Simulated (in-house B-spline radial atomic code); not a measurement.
## The thulium ion Tm⁺: [Ar] (3d3/2)4 (3d5/2)5 4s2 4p6 4d10 4f13 5s2 5p6 6s2 (with a hole in an inner shell)

Level of theory: Dirac-Hartree-Fock, average of the jj configuration, Fermi nucleus of rms radius 5.2256 fm; calculated with an all-electron radial atomic-structure program (B-spline basis).

Effective charges: Z_r = [3n² - l(l+1)]/(2<r>) from the radius, Z_e = n√(-2ε) from the energy, and Slater's rules. Values are occupation-weighted means over j. An effective charge above Z reflects the relativistic contraction of the inner shells.

| shell | electrons | ε (eV) | <r> (bohr) | Z_r | Z_e | Slater |
| --- | --- | --- | --- | --- | --- | --- |
| 1s | 2 | -59827 | 0.02001 | 74.97 | 66.31 | 68.70 |
| 2s | 2 | -10283 | 0.08419 | 71.27 | 54.98 | 64.85 |
| 2p | 6 | -9127 | 0.075 | 66.66 | 51.80 | 64.85 |
| 3s | 2 | -2397.8 | 0.219 | 61.65 | 39.83 | 57.75 |
| 3p | 6 | -2036.3 | 0.218 | 57.33 | 36.70 | 57.75 |
| 3d | 9 | -1578.5 | 0.1989 | 52.80 | 32.31 | 48.20 |
| 4s | 2 | -513.74 | 0.4944 | 48.55 | 24.58 | 42.10 |
| 4p | 6 | -391.03 | 0.5227 | 44.00 | 21.44 | 42.10 |
| 4d | 10 | -220.61 | 0.5641 | 37.23 | 16.11 | 30.85 |
| 5s | 2 | -79.039 | 1.225 | 30.62 | 12.05 | 13.20 |
| 5p | 6 | -46.63 | 1.431 | 25.50 | 9.26 | 13.20 |
| 4f | 13 | -33.083 | 0.7068 | 25.47 | 6.24 | 19.80 |
| 6s | 2 | -12.505 | 3.496 | 15.45 | 5.75 | 3.85 |

The least bound orbital is 6s1/2 at -12.5 eV, and it is also the most diffuse (<r> = 3.496 bohr). The part-filled 3d shell lies below the filled 6s shell in orbital energy.

For the 1s electron the small component carries 6.69 % of the norm, the zero-frequency Breit interaction raises the level by 193.2 eV, self-energy by 118 eV, and vacuum polarisation lowers it by 20.72 eV.
